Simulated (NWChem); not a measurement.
All runs are NWChem calculations. System: H₆BN, charge 0, spin multiplicity 1, displaced from the optimised geometry. Level: CCSD(T)/cc-pVDZ, 2 core orbitals frozen, spin-restricted.

Output (cleaned and shortened):

```
             Northwest Computational Chemistry Package (NWChem) 7.3.0
             --------------------------------------------------------

                                NWChem Input Module
                                -------------------

 Scaling coordinates for geometry "geometry" by  1.889725989
 (inverse scale =  0.529177249)

                             Geometry "geometry" -> ""
                             -------------------------

 Output coordinates in angstroms (scale by  1.889725989 to convert to a.u.)

  No.       Tag          Charge          X              Y              Z
 ---- ---------------- ---------- -------------- -------------- --------------
    1 B                    5.0000     0.92495200    -0.07034700     0.00000000
    2 N                    7.0000    -0.72407200     0.05507200     0.00000000
    3 H                    1.0000     1.33177400     1.08254400     0.00000000
    4 H                    1.0000     1.19749000    -0.68299600    -1.02228500
    5 H                    1.0000     1.17568700    -0.63398400     0.94050300
    6 H                    1.0000    -1.05821300     0.55836700     0.82533900
    7 H                    1.0000    -1.16658400    -0.86705300     0.00000000
    8 H                    1.0000    -1.05821300     0.55836700    -0.82533900

 Effective nuclear repulsion energy (a.u.)      40.6789892415

            Nuclear Dipole moment (a.u.)
            ----------------------------
        X                 Y               Z
 ---------------- ---------------- ----------------
    -0.0412016957     0.0926230296    -0.1545455708


 Summary of "ao basis" -> "" (spherical)
 ------------------------------------------------------------------------------
       Tag                 Description            Shells   Functions and Types
 ---------------- ------------------------------  ------  ---------------------
 *                          cc-pvdz                   on all atoms

 Summary of "ao basis" -> "ao basis" (spherical)
 ------------------------------------------------------------------------------
       Tag                 Description            Shells   Functions and Types
 ---------------- ------------------------------  ------  ---------------------
 B                          cc-pvdz                  6       14   3s2p1d
 N                          cc-pvdz                  6       14   3s2p1d
 H                          cc-pvdz                  3        5   2s1p

                                 NWChem SCF Module
                                 -----------------

  ao basis        = "ao basis"
  functions       =    58
  atoms           =     8
  closed shells   =     9
  open shells     =     0
  charge          =   0.00
  wavefunction    = RHF
  use symmetry    = F
  symmetry adapt  = F

 Summary of "ao basis" -> "ao basis" (spherical)
 ------------------------------------------------------------------------------
       Tag                 Description            Shells   Functions and Types
 ---------------- ------------------------------  ------  ---------------------
 B                          cc-pvdz                  6       14   3s2p1d
 N                          cc-pvdz                  6       14   3s2p1d
 H                          cc-pvdz                  3        5   2s1p

 Forming initial guess at       0.0s

      Superposition of Atomic Density Guess
      -------------------------------------

 Sum of atomic energies:         -81.82864385

      Non-variational initial energy
      ------------------------------

 Total energy =     -82.982308
 1-e energy   =    -188.851713
 2-e energy   =      65.190415
 HOMO         =      -0.383410
 LUMO         =       0.064991

 Starting SCF solution at       0.2s

 ----------------------------------------------
         Quadratically convergent ROHF

 Convergence threshold     :          1.000E-07
 Maximum no. of iterations :          100
 Final Fock-matrix accuracy:          1.000E-09
 ----------------------------------------------

              iter       energy          gnorm     gmax       time
             ----- ------------------- --------- --------- --------
                 1      -82.5796933649  6.57D-01  2.04D-01      0.2
[...]
   8     -0.3348484331  5.562D-07  6.796D-06     1.16     0.00     1.14
   9     -0.3348485617 -1.286D-07  4.969D-06     1.15     0.00     1.13
  10     -0.3348486370 -7.532D-08  4.666D-07     1.13     0.00     1.10
                  *************converged*************
-------------------------------------------------------------------------

 -----------
 CCSD Energy
 -----------
 Reference energy:             -82.619287732671125
 CCSD corr. energy:             -0.334848637030810
 Total CCSD energy:            -82.954136369701942

 --------------------------------
 Spin Component Scaled (SCS) CCSD
 --------------------------------
 Same spin contribution:                 -0.057489885321356
 Same spin scaling factor:                1.130000000000000
 Opposite spin contribution:             -0.277358751709454
 Opposite spin scaling fact.:             1.270000000000000
 SCS-CCSD correlation energy:            -0.417209185084139
 Total SCS-CCSD energy:                 -83.036496917755258
 memory            104851412

*********triples calculation*********

nkpass=    1; nvpass=    1; memdrv=          96775; memtrn=         683616; memavail=      104851052
 memory available/node                      104851052
 total number of virtual orbitals        49
 number of virtuals per integral pass    49
 number of integral evaluations           1
 number of occupied per triples pass      7
 number of triples passes                 1

 commencing integral evaluation        1 at          11.81
  symmetry use  F
task         2 out of       465 done   0%  at       0.0 secs
task        24 out of       465 done   5%  at       0.1 secs
task        47 out of       465 done  10%  at       0.1 secs
task        70 out of       465 done  15%  at       0.2 secs
task        93 out of       465 done  20%  at       0.2 secs
task       117 out of       465 done  25%  at       0.3 secs
task       140 out of       465 done  30%  at       0.4 secs
task       163 out of       465 done  35%  at       0.4 secs
task       186 out of       465 done  40%  at       0.5 secs
task       210 out of       465 done  45%  at       0.5 secs
task       233 out of       465 done  50%  at       0.6 secs
task       256 out of       465 done  55%  at       0.6 secs
task       279 out of       465 done  60%  at       0.6 secs
task       303 out of       465 done  65%  at       0.7 secs
task       326 out of       465 done  70%  at       0.7 secs
task       349 out of       465 done  75%  at       0.8 secs
task       372 out of       465 done  80%  at       0.8 secs
task       396 out of       465 done  85%  at       0.9 secs
task       419 out of       465 done  90%  at       0.9 secs
task       442 out of       465 done  95%  at       1.0 secs
task       465 out of       465 done 100%  at       1.0 secs
 commencing triples evaluation - blocking       1
 ccsd(t): done        1 out of       49 progress:    2.0%
 ccsd(t): done        2 out of       49 progress:    4.1%
 ccsd(t): done        3 out of       49 progress:    6.1%
 ccsd(t): done        4 out of       49 progress:    8.2%
 ccsd(t): done        5 out of       49 progress:   10.2%
 ccsd(t): done        6 out of       49 progress:   12.2%
 ccsd(t): done        7 out of       49 progress:   14.3%
 ccsd(t): done        8 out of       49 progress:   16.3%
 ccsd(t): done        9 out of       49 progress:   18.4%
 ccsd(t): done       10 out of       49 progress:   20.4%
 ccsd(t): done       11 out of       49 progress:   22.4%
 ccsd(t): done       12 out of       49 progress:   24.5%
 ccsd(t): done       13 out of       49 progress:   26.5%
 ccsd(t): done       14 out of       49 progress:   28.6%
 ccsd(t): done       15 out of       49 progress:   30.6%
 ccsd(t): done       16 out of       49 progress:   32.7%
 ccsd(t): done       17 out of       49 progress:   34.7%
 ccsd(t): done       18 out of       49 progress:   36.7%
 ccsd(t): done       19 out of       49 progress:   38.8%
 ccsd(t): done       20 out of       49 progress:   40.8%
 ccsd(t): done       21 out of       49 progress:   42.9%
 ccsd(t): done       22 out of       49 progress:   44.9%
 ccsd(t): done       23 out of       49 progress:   46.9%
 ccsd(t): done       24 out of       49 progress:   49.0%
 ccsd(t): done       25 out of       49 progress:   51.0%
 ccsd(t): done       26 out of       49 progress:   53.1%
 ccsd(t): done       27 out of       49 progress:   55.1%
 ccsd(t): done       28 out of       49 progress:   57.1%
 ccsd(t): done       29 out of       49 progress:   59.2%
 ccsd(t): done       30 out of       49 progress:   61.2%
 ccsd(t): done       31 out of       49 progress:   63.3%
 ccsd(t): done       32 out of       49 progress:   65.3%
 ccsd(t): done       33 out of       49 progress:   67.3%
 ccsd(t): done       34 out of       49 progress:   69.4%
 ccsd(t): done       35 out of       49 progress:   71.4%
 ccsd(t): done       36 out of       49 progress:   73.5%
 ccsd(t): done       37 out of       49 progress:   75.5%
 ccsd(t): done       38 out of       49 progress:   77.6%
 ccsd(t): done       39 out of       49 progress:   79.6%
 ccsd(t): done       40 out of       49 progress:   81.6%
 ccsd(t): done       41 out of       49 progress:   83.7%
 ccsd(t): done       42 out of       49 progress:   85.7%
 ccsd(t): done       43 out of       49 progress:   87.8%
 ccsd(t): done       44 out of       49 progress:   89.8%
 ccsd(t): done       45 out of       49 progress:   91.8%
 ccsd(t): done       46 out of       49 progress:   93.9%
 ccsd(t): done       47 out of       49 progress:   95.9%
 ccsd(t): done       48 out of       49 progress:   98.0%
 ccsd(t): done       49 out of       49 progress:  100.0%
 Time for integral evaluation pass     1        1.01
 Time for triples evaluation pass      1        0.71

 pseudo-e(mp4)  -0.74833771656683E-02
 pseudo-e(mp5)   0.16932206854166E-03
        e(t)    -0.73140550971267E-02

 --------------
 CCSD(T) Energy
 --------------
 Reference energy:                     -82.619287732671125

 CCSD corr. energy:                     -0.334848637030810
 T(CCSD) corr. energy:                  -0.007483377165668
 Total CCSD+T(CCSD) energy:            -82.961619746867598

 CCSD corr. energy:                     -0.334848637030810
 (T) corr. energy:                      -0.007314055097127
 Total CCSD(T) energy:                 -82.961450424799068

 routine      calls  cpu(0)   cpu-min  cpu-ave  cpu-max   i/o
 aoccsd          1     0.00     0.00     0.00     0.00    0.00
 iterdrv         1     0.01     0.01     0.01     0.01    0.00
 pampt          10     0.02     0.02     0.02     0.02    0.00
 t2pm           10     0.03     0.03     0.03     0.03    0.00
 sxy            10     0.18     0.18     0.18     0.18    0.00
 ints      2162250     9.58     9.58     9.58     9.58    0.00
 t2eri        4650     0.82     0.82     0.82     0.82    0.00
 idx2         4650     0.14     0.14     0.14     0.14    0.00
 idx34          10     0.01     0.01     0.01     0.01    0.00
 ht2pm          10     0.04     0.04     0.04     0.04    0.00
 itm            10     0.16     0.16     0.16     0.16    0.00
 pdiis          10     0.01     0.01     0.01     0.01    0.00
 triples         1     0.00     0.00     0.00     0.00    0.00
 rdtrpo          1     0.00     0.00     0.00     0.00    0.00
 trpmos          1     1.01     1.01     1.01     1.01    0.00
 trpdrv          1     0.10     0.10     0.10     0.10    0.00
 dovvv       19208     0.26     0.26     0.26     0.26    0.00
 doooo       19208     0.07     0.07     0.07     0.07    0.00
 tengy       16807     0.26     0.26     0.26     0.26    0.00
 Total                12.72    12.72    12.72    12.72    0.00

 Task  times  cpu:       13.9s     wall:       13.9s

 Total times  cpu:       13.9s     wall:       13.9s
```

Write an NWChem input that would produce this output.

Several could match; the one computed here: 
```
start mol
memory heap 100 mb stack 700 mb global 1900 mb
geometry units angstroms nocenter noautoz noautosym
  B      0.924952    -0.070347     0.000000
  N     -0.724072     0.055072     0.000000
  H      1.331774     1.082544     0.000000
  H      1.197490    -0.682996    -1.022285
  H      1.175687    -0.633984     0.940503
  H     -1.058213     0.558367     0.825339
  H     -1.166584    -0.867053     0.000000
  H     -1.058213     0.558367    -0.825339
end
basis spherical
  * library cc-pvdz
end
scf
  rhf
  nopen 0
  maxiter 100
  thresh 1e-7
  semidirect memsize 60000000 filesize 0
end
ccsd
  freeze core 2
  maxiter 60
end
task ccsd(t) energy
```
